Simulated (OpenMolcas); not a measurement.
# 4f ions of charge +3 along the row

```json
{"Program": "OpenMolcas", "Method": "CASSCF", "Basis": "ANO-RCC-VQZP", "Scalar Hamiltonian": "DKH2, point nucleus", "Spin-orbit coupling": "state interaction with AMFI integrals over the reference wave functions, term energies averaged over their components"}
```

Active space: the 4f shell.

ζ = ±2S·A comes from the whole width of the ground multiplet by E(J) = (A/2) J(J+1), where its levels are at least 85 % pure. Energies in cm-1.

| Ion | Configuration | Lowest level | Weight (%) | g | g, pure LS | Next level | E | E measured | ζ | ζ measured |
| --- | --- | --- | --- | --- | --- | --- | --- | --- | --- | --- |
| Pr3+ | 4f2 | 3H4 | 97 | 0.805 | 0.800 | 3H5 | 2277 | 2152 | 852 | 798 |
| Nd3+ | 4f3 | 4I* 9/2 | 98 | 0.731 | 0.727 | 4I* 11/2 | 1981 | 1897 | 984 | 921 |
| Pm3+ | 4f4 | 5I4 | 98 | 0.603 | 0.599 | 5I5 | 1578 |  | 1103 |  |
| Sm3+ | 4f5 | 6H* 5/2 | 97 | 0.293 | 0.284 | 6H* 7/2 | 1084 |  | 1266 |  |
| Eu3+ | 4f6 | 7F0 | 95 |  |  | 7F1 | 377 |  | 1531 |  |
| Tb3+ | 4f8 | 7F6 | 97 | 1.495 | 1.501 | 7F5 | 2088 | 2052 | 1695 | 1615 |
| Dy3+ | 4f9 | 6H* 15/2 | 95 | 1.327 | 1.334 | 6H* 13/2 | 3539 |  | 1952 |  |
| Er3+ | 4f11 | 4I* 15/2 | 98 | 1.197 | 1.200 | 4I* 13/2 | 6589 | 6508 |  |  |
| Tm3+ | 4f12 | 3H6 | 99 | 1.166 | 1.167 | 3F4 [53 %] | 6813 |  |  |  |

Measured columns use the levels in Martin, Zalubas and Hagan, Atomic Energy Levels: The Rare-Earth Elements, NSRDS-NBS 60 (1978) (Pr3+, Tb3+); the list in Arab et al., J. Quant. Spectrosc. Radiat. Transfer 229, 145 (2019) and Gaigalas et al. (2019), from Wyart et al. (2007) (Nd3+); the list in Tchang-Brillet, Wyart, Meftah and Ait Mammar, Atoms 6, 52 (2018) (Er3+).

The computed ζ goes from 852 (Pr3+) to 1952 cm-1 (Dy3+), a factor of 2.29, rising at every step. It departs from the measured column by +5 to +7 %.

Without dynamic correlation excited terms often stand tens of per cent too high (terms of higher spin than the ground term too low), and those without a measured partner can miss by more than the paired ones. Some levels mix across a computed gap that differs much from the measured one, so their mixing is not that of the real levels (holds for Pr3+; Nd3+; Er3+). High states are left out of the spin-orbit mixing, which shifts the levels that they would mix with (holds for Nd3+; Pm3+; Sm3+; Eu3+; Tb3+; Dy3+; Er3+). Terms from blocks run as CI alone lack orbitals of their own (holds for Eu3+). Some high roots are left out of the spin-orbit mixing, which shifts the levels that they would mix with (holds for Tm3+). Computed and measured levels are paired by configuration, term and J; levels that our copy of the source lacks, or whose pairing is in doubt (as where it misses far off the trend of its configuration), stay unpaired and out of the deviations. Levels of configurations outside the active space are missing.

A share in square brackets marks a mixed level and gives the weight of the term that names it, the lowest over the columns. * marks odd parity.
